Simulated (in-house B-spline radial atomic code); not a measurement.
The numbers below are computed, except where a source is named.
# Softness against transferability: the 3d channel of Fe

Fe, [Ar] 3d6 4s2, non-relativistic PBE, spherical and spin-unpolarised, from an all-electron radial atomic-structure program (B-spline basis) (atomic units). The all-electron 3d level is ε = -0.285756 hartree and its outer maximum at 0.71 bohr.

Troullier-Martins pseudo-orbitals are made for several radii. The cutoffs (hartree) are the plane-wave energies beyond which the orbital holds less than the named kinetic energy per electron. The phase error is the difference, pseudo minus all-electron, of arctan(R P'/P) at R = 3.26 bohr for all radii, half a hartree below and above the level.

| r_c (bohr) | V_l(0) (hartree) | cutoff for 10 mEh | for 1 mEh | for 0.1 mEh | phase error at ε − 0.5 (mrad) | at ε + 0.5 (mrad) |
| --- | --- | --- | --- | --- | --- | --- |
| 1.59 | -18.24 | 39.1 | 47.2 | 75.9 | +0.2 | +18.4 |
| 1.84 | -14.88 | 31.4 | 38 | 61.8 | +0.4 | +37.7 |
| 2.12 | -12.17 | 25.3 | 30.7 | 49.6 | +0.9 | +70.6 |
| 2.39 | -10.25 | 21 | 25.6 | 40.9 | +2.0 | +113.4 |
| 2.67 | -8.74 | 17.5 | 21.5 | 33.9 | +4.2 | +167.2 |
| 2.96 | -7.52 | 15 | 18.2 | 28.6 | +8.6 | +229.9 |

Which radius needs the lowest cutoff for 0.1 mEh while both phase errors stay within 113.5 mrad?

The radii within that limit are 1.59, 1.84, 2.12, 2.39 bohr; of these r_c = 2.39 needs the least, 40.9 hartree, that is 81.8 Ry or 1113 eV.

What does the larger radius buy, and what does it cost?

From r_c = 1.59 to 2.96 bohr the cutoff for 1 mEh goes from 47.2 to 18.2 hartree, a factor of 2.59, against 3.47 for a pure 1/r_c² scaling, end to end; step by step it is 47.2, 38, 30.7, 25.6, 21.5, 18.2, and for 0.1 mEh 75.9, 61.8, 49.6, 40.9, 33.9, 28.6; the number of plane waves goes as the cutoff to the power 3/2, here a factor of 4.2. The larger of the two phase errors is least at r_c = 1.59 bohr, 18.4 mrad; it is 18.4 at the smallest radius and 229.9 at the largest. These errors test the reference atom alone. Large radii also let the cores of neighbours overlap, which an atom doesn't show.
